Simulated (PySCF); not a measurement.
**Structure elucidation problem**

The spectra below were simulated for a compound C6H5ClNOP.

¹H NMR (400 MHz, computed): δ 9.80 (m, 1H), 7.80 (m, 1H), 2.76 (s, 3H).

¹³C{¹H} NMR (computed): δ 205.7 (C), 198.0 (C), 180.7 (CH), 161.3 (C), 133.0 (CH), 26.6 (CH3).

- GIAO PBE0/pcSseg-1 shieldings
- geometry from GFN2-xTB
- run in PySCF
- a single conformation, no solvent model, no relativistic terms, fast rotation and ring inversion assumed for equivalent nuclei

References, each an isolated molecule treated in the same way: ¹H and ¹³C against TMS.

Problem. Deduce the structure.

Solution. 
1. 6 carbon signals for 6 carbons: no two carbons are equivalent.
2. Carbon types of the structure: 3 × C, 2 × CH, 1 × CH3, which accounts for all hydrogens.
3. δC 205.7: ketone carbonyl carbon; the double bond to the heteroatom, with no lone-pair donor beside it, deshields it most.
4. δC 198.0: substituted aromatic carbon next to a ring nitrogen.
5. δC 180.7, 133.0: aromatic CH.
6. δC 161.3: aromatic carbon bearing chlorine.
7. δC 26.6: methyl carbon α to a carbonyl; α to the electron-withdrawing carbonyl group.
8. δH 9.80, 7.80: hydrogen on an aromatic CH; the ring current deshields protons in the ring plane.
9. δH 2.76: hydrogen on a methyl carbon α to a carbonyl; α to C=O.

Structure: SMILES CC(=O)c1nc(Cl)ccp1.

This is the structure that produced the data.

Carbons that carry Cl, above all several Cl atoms, come out too deshielded, partly because spin–orbit coupling is missing. Splittings by ³¹P in the carbon and heteronuclear signals aren't shown, as no couplings were computed. Shifts are as computed. Against solution values, carbons near 30 ppm lie about +3 ppm off and those near 130 ppm about +5 ppm; carbons on Cl a further +6 ppm. Of 1211 compounds with measured shifts, 218 miss one by over three times the rms of a fit or turn the order of signals round; such compounds aren't used in these exercises. Multiplicities follow the n + 1 count of equivalent neighbours, as no J values were calculated; m marks all less simple cases, F and P coupling included.
